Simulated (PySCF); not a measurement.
A run for PySCF: R-M06-2X/6-31G* on C2H6Ge (SMILES C=[CH][GeH3]), a point of a torsion scan.

```python
from pyscf import gto, scf, dft, mp
from pyscf.data.elements import chemcore

mol = gto.M(
    atom='''
    C     1.55317843   -0.14717697   -0.27916777
    C     0.55293745    0.04769042    0.56481716
    Ge   -1.32017057    0.07868958    0.05166373
    H     1.37642067   -0.30341894   -1.33238200
    H     2.58666302   -0.16003391    0.03392906
    H     0.77195709    0.20096100    1.61502114
    H    -2.08980076   -0.98741927    0.76395694
    H    -1.47207197   -0.13005144   -1.41832616
    H    -1.95566609    1.38277083    0.41452695
    ''',
    basis='6-31g*',
    cart=True,
    charge=0, spin=0, verbose=3, max_memory=1800)
mf = dft.RKS(mol, xc='m062x')
mf.conv_tol = 1e-8
mf.max_cycle = 100
mf.kernel()
if not mf.converged:
    mf = mf.newton().run(mf.mo_coeff, mf.mo_occ)
```

Question: What total energy does the run end on?

Answer: -2156.4411 hartree.
